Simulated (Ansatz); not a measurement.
Isolated molecules relaxed with PBE0-D4/def2-TZVP in Ansatz; ΔE leaves out vibrations. CCSD(T)/CBS is the MP2 limit (def2-TZVPP, def2-QZVPP) plus CCSD(T) − MP2 in def2-TZVPP, frozen cores. Functionals use def2-TZVPP. For Br, Ge outer-core shells are correlated without core-valence functions, which leaves a few kJ/mol of doubt a bond. Scalar relativity is left out up to krypton. Each species was taken in one conformer, which may not be the lowest.

Consider the redistribution: `[F][Ge]([F])([Cl])[Br]` + `[OH][GeH2][SiH3]` → `[F][Ge]([F])([SiH3])[Cl]` + `[OH][GeH2][Br]`.

`[F][Ge]([F])([Cl])[Br]`:

Cartesian coordinates in Å:
```
F -0.221 1.418 -0.994
Ge 0.006 0.063 0.018
F -0.148 0.645 1.616
Cl 1.958 -0.663 -0.252
Br -1.595 -1.462 -0.389
```

`[OH][GeH2][SiH3]`:

```xyz
9

O    -1.934   -0.085    0.897
Ge   -0.863   -0.193   -0.535
Si    1.376    0.373    0.078
H    -1.712   -0.733    1.569
H    -0.940   -1.622   -1.119
H    -1.483    0.803   -1.525
H     2.280    0.233   -1.096
H     1.839   -0.547    1.151
H     1.437    1.770    0.580
```

`[F][Ge]([F])([SiH3])[Cl]`:

Cartesian coordinates in Å:
```
F -0.346 2.261 -0.607
Ge 0.214 0.647 -0.837
F 1.902 0.835 -1.135
Si -0.220 -0.737 1.054
Cl -0.643 -0.025 -2.667
H -1.690 -0.785 1.224
H 0.448 -0.121 2.223
H 0.336 -2.074 0.746
```

`[OH][GeH2][Br]`:

Z-matrix (Å, degrees):
```
Ge
Br 1 2.310
O 1 1.766 2 109.2
H 1 1.527 2 109.0 3 -114.7
H 1 1.535 2 106.2 3 120.2
H 3 0.961 1 113.1 2 59.2
```

| level | ΔE (eV) |
| --- | --- |
| PBE-D4 | -0.41 |
| HF/CBS(def2) | -0.47 |

**Question.** What does CCSD(T)/CBS give? (Estimate.)

**Answer.** The calculation gave: -0.41 eV. The listed levels differ from it by 0.00, -0.06 eV.

Largest T1 diagnostic among the species: 0.012.

In def2-TZVPP, CCSD(T) changes the Hartree–Fock value by +0.10 eV (the triples alone add +0.01 eV) and MP2 by +0.08 eV. At CCSD(T), def2-SVP lies +0.06 eV from the extrapolated value and def2-TZVPP +0.04 eV.
